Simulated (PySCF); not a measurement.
## Telling isomers of C₅H₈Cl₂Si apart by NMR

[PySCF 2.14: geometry from GFN2-xTB; PBE0/pcSseg-1 with gauge-including orbitals; averaged over atoms made equivalent by symmetry, fast rotation or ring inversion; relativity neglected; in vacuum; one computed conformer]

Scale: 1H, 13C against TMS (reference shieldings calculated alike). Where no couplings were computed, multiplicities follow the n + 1 count of equivalent neighbours, and m marks all less simple cases (inequivalent or close neighbours, rings, F or P nearby). Shifts are as computed. Against solution values, carbons near 30 ppm lie about +3 ppm off and those near 130 ppm about +5 ppm; carbons on Cl a further +6 ppm. Of 1309 compounds with measured shifts, 239 miss one by over three times the rms of a fit or turn the order of signals round; such compounds aren't used in these exercises. Carbons bonded to Cl come out too deshielded.

(1) Tabulate the signals of `CC#C[Si@H](C)C(Cl)Cl`, `[SiH3]C[C@@]1(Cl)[C@@H]2[C@@H](Cl)[C@@H]21`, `C[Si@@H](Cl)C1=C(Cl)CC1` and their relative energies.

(2) What is the quickest way to tell CC#C[Si@H](C)C(Cl)Cl from [SiH3]C[C@@]1(Cl)[C@@H]2[C@@H](Cl)[C@@H]21?

(3) What is the quickest way to tell [SiH3]C[C@@]1(Cl)[C@@H]2[C@@H](Cl)[C@@H]21 from C[Si@@H](Cl)C1=C(Cl)CC1?

(4) What is the quickest way to tell CC#C[Si@H](C)C(Cl)Cl from C[Si@@H](Cl)C1=C(Cl)CC1?

Results:

(1) 
| SMILES | carbon types | δC | δH | E rel. (kcal/mol) |
| --- | --- | --- | --- | --- |
| CC#C[Si@H](C)C(Cl)Cl | 2×C 1×CH 2×CH3 | 115.8, 82.8, 74.0, 5.8, -7.5 | 5.64 (d, 1H), 4.56 (m, 1H), 2.09 (s, 3H), 0.48 (d, 3H) | 38.9 |
| [SiH3]C[C@@]1(Cl)[C@@H]2[C@@H](Cl)[C@@H]21 | 1×C 3×CH 1×CH2 | 74.7, 51.6, 28.8, 21.9 | 4.01 (t, 3H), 3.50 (m, 1H), 2.38 (m, 2H), 1.37 (q, 2H) | 64.0 |
| C[Si@@H](Cl)C1=C(Cl)CC1 | 2×C 2×CH2 1×CH3 | 156.7, 151.8, 41.3, 28.9, 2.6 | 5.45 (q, 1H), 2.88 (m, 1H), 2.87 (m, 1H), 2.62 (m, 1H), 2.44 (m, 1H), 0.67 (d, 3H) | 0.0 |

Energies are electronic energies at PBE0/pcSseg-1 on these geometries, without zero-point or thermal terms, each for the one conformer computed, which needn't be the lowest.

(2) Count the carbon signals: 5 against 4. The first has a propargylic methyl carbon (CH3) at 5.8 ppm, the second an sp3 CH2 bonded to Si at 21.9 ppm. Their most deshielded carbons lie at 115.8 and 74.7 ppm. In the proton spectra the most deshielded non-exchanging signals are 5.64 (d, 1H) and 4.01 (t, 3H).

(3) Count the carbon signals: 4 against 5. The first has a three-membered-ring carbon (C) at 74.7 ppm, the second a fully substituted alkene carbon (C) at 156.7 ppm. In the proton spectra the most deshielded non-exchanging signals are 4.01 (t, 3H) and 5.45 (q, 1H).

(4) Both give the same number of carbon signals, but DEPT or the intensities differ. The first has an alkyne carbon (C) at 82.8 ppm, the second an allylic sp3 CH2 at 41.3 ppm. Their most deshielded carbons lie at 115.8 and 156.7 ppm.
